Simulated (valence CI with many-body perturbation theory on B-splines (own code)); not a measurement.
## Which ion has this spectrum?

A relativistic CI+MBPT calculation for an atom or ion with 6 electrons gives these levels (eV):

```csv
J,Parity,E,g
0,even,0.0,
1,even,305.3,1.48
2,even,320.7,1.17
2,odd,486.0,1.58
1,odd,545.7,1.08
2,even,638.1,1.30
0,even,677.6,
2,odd,776.1,1.54
3,odd,810.3,1.31
0,odd,846.5,
1,odd,860.9,1.29
2,odd,871.1,1.07
1,odd,874.6,1.36
2,even,1066.0,1.33
```

The energies are calculated, and their last digits are not significant.

Question: Which is it?
A. Ba50+
B. Te46+
C. Cs49+
D. I47+

Answer: D. I47+, ground level (2s^2 2p1/2^2) J=0.
